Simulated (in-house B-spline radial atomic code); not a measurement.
**RPA and G0W0 on SCAN: the strontium ion Sr⁵⁺**

Configuration [Ar] 3d10 4s2 4p3, highest spin, mean-field start SCAN. Computed with an all-electron radial atomic-structure program (B-spline basis): all electrons, non-relativistic, point nucleus, each spin shell either full or empty, empty states to l = 9 with an (l + 1/2)⁻⁴ tail; G0W0 by contour deformation at full frequency.

Without relativity these are model numbers: it shifts the levels of so heavy an element strongly and can reorder them.

Command:
```bash
python run_gw.py task.json out
```
Settings (radii: box in bohr, nucleus in fm):
```
Z                        38
electrons                33
configuration            [Ar] 3d10 4s2 4p3
hamiltonian              nr
method                   scan,scan
lmax                     9
spin_polarised           True
box_radius               10.43
intervals                51
```

Cost of the run: 4 s on 1 thread of Arm Neoverse N1, with other jobs on the host.

Energies (hartree):

```tsv
term	value
mean-field total	-3126.79341
Hartree-Fock functional on these orbitals	-3124.89502
direct second order	-2.7394
second-order exchange	0.80181
SOSEX correction	0.74424
```

Question: What is the RPA correlation energy, and what remains with SOSEX?

Answer: RPA gives -2.4229 hartree (-2 eV per electron); RPA + SOSEX gives -1.6786, and the second-order doubles -1.9376 hartree (no singles). RPA lacks exchange-type terms and so overcorrelates at short range.

Quasi-particle levels (eV):

```
  level  occupied  mean field  Σx - vxc     Σc  QP weight     G0W0
  4p up       yes      -82.06     -6.69      ?          ?        ?
4s down       yes      -95.52     -4.44  -2.92      0.958  -102.88
3d down       yes     -197.83    -21.55   5.40      0.924  -213.98
4p down        no      -76.28      8.78  -2.90      0.956   -70.40
```

G0W0 = mean field + (Σx - vxc) + Σc, with Σc (partial-wave tail included) taken at the quasi-particle energy. Only the outer levels were computed. Levels of low weight are left out.

Question: Where does G0W0 put 4p up?

Answer: At -89.23 eV, with Σc = -0.48 eV and a quasi-particle weight of 0.956. The tabulated removal energy is 88 ± 2 eV (NIST, tabulated theory); the calculation leaves out relativity, Breit and QED terms, and what these don't explain is the method's own error.
